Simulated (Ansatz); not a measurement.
# Two structures, one formula

The two ends of one reaction step of Si$_{2}$H$_{8}$Se, singlet (PBE0-D4/def2-TZVP).

A:

```xyz
11
angstrom
Si -1.4967 -0.4273 -0.1463
Si 0.4903 -1.3818 0.6355
H -2.5529 -1.4785 -0.1447
H -1.9411 0.6871 0.7296
H -1.3388 0.0692 -1.5386
H 1.8919 2.5121 0.3021
Se 0.7648 2.7984 -0.5917
H 1.6080 -0.4018 0.6596
H 0.2925 -1.9040 2.0153
H 0.8828 -2.5189 -0.2415
H 1.3992 2.0457 -1.6792
```

B:

```tsv
atom	x (Å)	y (Å)	z (Å)
Si1	-1.6764	0.9038	-0.5754
Si2	1.3850	-1.3098	0.8702
H3	-1.3622	0.2494	0.7205
H4	-2.9279	1.6891	-0.4466
H5	-1.8324	-0.1401	-1.6182
H6	1.5216	0.0320	1.4892
Se7	-0.0894	2.4323	-1.1503
H8	2.6835	-2.0268	0.9351
H9	0.3451	-2.0924	1.5828
H10	0.9891	-1.1512	-0.5545
H11	0.9638	1.4137	-1.2526
```

Ansatz 0.2.0; basis: def2-TZVPP; cores frozen in the correlated methods. Filled d shells of the heavier atoms are correlated. The def2 sets are not built for correlating such inner shells, so the correlated values are less sure here. B3LYP uses VWN-RPA correlation.

Question: Which structure is lower at CCSD(T), and by how much? (An estimate is asked for; the value comes from the calculation.)

Answer: By the calculation: B, by 54.9 kJ/mol (electronic energy, against the other). By their contacts, A is a complex of Si₂H₆ ([SiH3][SiH3]) + H₂Se and B is a complex of SiH₄Se ([SiH3][SeH]) + SiH₄.

All methods give the same order:

```csv
method,E(B) − E(A) (kJ/mol)
SPW92,-43.7
PBE-D4,-45.8
BLYP-D4,-52.2
r2SCAN-D4,-53.4
B97M-V,-46.8
PBE0-D4,-49.8
B3LYP-D4,-54.7
r2SCAN0-D4,-55.8
BHLYP-D4,-59.6
CAM-B3LYP-D4,-55.2
wB97X-V,-53.9
wB97M-V,-58.6
B2PLYP,-57.8
PBE-QIDH,-56.8
RPA on PBE,-54.0
HF,-65.4
MP2,-64.2
CCSD,-55.4
CCSD(T),-54.9
```

The T1 diagnostic stays at or below 0.011.

Labels in which every atom is bracketed show which atoms are joined, not bond orders.

For scale, one of the runs: CCSD(T)/def2-TZVPP, 244 basis functions, launched by `ansatz run in.yaml --threads 4 --pin off --events-out ev --progress --plain --max-ram 9574MiB`. The run took 2.2 min on 4 CPU threads of an Arm Neoverse V1 (shared host), with 4.4 GiB of host memory at its peak.
